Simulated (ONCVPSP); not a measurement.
**Ce ONCV: all-electron and pseudo phase curves**

| Item | Value |
| --- | --- |
| Element | Ce (Z = 58) |
| Generator | ONCVPSP 4.0.1 |
| Type | optimised norm-conserving Vanderbilt (ONCV) |
| Functional | PBE |
| Relativity | fully relativistic |
| Frozen core | [Kr] 4d10 4f1 |
| Valence charge | 11 |
| Reference configuration | 5s2 5p6 5d2 6s1 |
| Partial waves | 5s+6s: rc 2.65 bohr, ncon 4, nbas 8, qcut 4.2 1/bohr, 2 projectors; 5p: rc 2.95 bohr, ncon 4, nbas 9, qcut 5.5 1/bohr, 2 projectors, debl 1.7 Ha; 5d: rc 3.45 bohr, ncon 4, nbas 9, qcut 3.9 1/bohr, 3 projectors, debl 0.3 Ha |
| Local potential | polynomial inside 2.20 bohr (lpopt 3, dvloc0 -1 Ha) |
| Core correction | Teter function, fcfact 4.25, rcfact 1 |

Open shells are filled in proportion to 2j + 1.

The phase is arctan(r·R′/R) of the radial function R(r), unwrapped; energies in Ha, scanned from -3 to 5 Ha. A pole is an energy at which the radial function vanishes at the test radius. The pseudo phase is shifted by a multiple of π to meet the all-electron one at the reference energy, and phase errors are pseudo minus all-electron; the curves can meet again beyond the range given. Levels narrower than the energy grid can be missing from the lists of poles.

```csv
channel,radius (bohr),reference energy (Ha),"poles, all-electron","poles, pseudo",unbroken range about the reference energy with phases within 0.05 rad,phase error 1 Ha above the reference energy (rad)
s,2.69,-0.12,"-1.32, 2.24","-1.32, 2.08, 3.79",below 2.5,-0.004
p3/2,3.00,-0.77,"-0.65, 2.11","-0.65, 2.10",below 3.2,-0.001
p1/2,3.00,-0.87,"-0.77, 1.96","-0.77, 1.95",below 3.1,-0.001
d5/2,3.50,-0.08,"0.15, 2.05","0.15, 2.03, 3.68",below 2.7,-0.000
d3/2,3.50,-0.08,"0.14, 2.02","0.14, 2.01, 4.10",below 2.8,-0.000
```

Phases in the s channel:

| E (Ha) | all-electron | pseudo |
| --- | --- | --- |
| -2.98 | 1.356 | 1.356 |
| -2.54 | 1.319 | 1.318 |
| -2.10 | 1.241 | 1.241 |
| -1.66 | 0.726 | 0.725 |
| -1.22 | -1.664 | -1.664 |
| -0.78 | -1.857 | -1.857 |
| -0.34 | -2.087 | -2.087 |
| 0.10 | -2.834 | -2.834 |
| 0.54 | -4.090 | -4.093 |
| 0.98 | -4.457 | -4.461 |
| 1.42 | -4.591 | -4.598 |
| 1.86 | -4.666 | -4.678 |
| 2.30 | -4.720 | -4.750 |
| 2.74 | -4.769 | -4.885 |
| 3.18 | -4.827 | -7.481 |
| 3.62 | -4.920 | -7.818 |
| 4.06 | -5.159 | -7.897 |
| 4.50 | -6.480 | -7.970 |
| 4.94 | -7.475 | -8.095 |
